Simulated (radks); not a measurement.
Excited configurations of Pt: one electron is placed in a higher orbital outside [Xe] 4f14 5d9. The ground configuration is [Xe] 4f14 5d9 6s1. Calculated with a radial shooting solver on a logarithmic mesh with Libxc functionals: Dirac Kohn-Sham, BLYP, spin-unpolarised, spherical densities, finite nucleus; open shells are shared between the two j in proportion to 2j + 1; Fermi nuclear charge, rms radius 5.427 fm. Excitation = E - E(ground); binding = E(ion) - E, where the ion is the core of charge +1; n* = 1/sqrt(2 binding) in atomic units, and the quantum defect is n - n*. Eigenvalue and <r> are those of j = l + 1/2.

outer orbital  excitation (eV)  binding (eV)  quantum defect  <r> (bohr)
6p                       4.981         4.267           4.214       4.744
6d                       7.775         1.474           2.962       10.65
7p                       7.487         1.762           4.221       11.15

The Delta-SCF ionisation energy is 9.249 eV (NIST Atomic Spectra Database: 8.959 eV, measured). Self-interaction in the functional shifts the binding energies and quantum defects, so they are the method's values and not measured ones. Spin polarisation and multiplet splitting are left out, so open shells lie too high by an amount that depends on their filling. Sharing an open shell by 2j + 1 raises it above the true ground level by a part of the spin-orbit splitting, which enters the differences from NIST.

Beside tabulated values, note that spin-unpolarised runs miss the spin-polarisation part of the exchange energy of open shells.
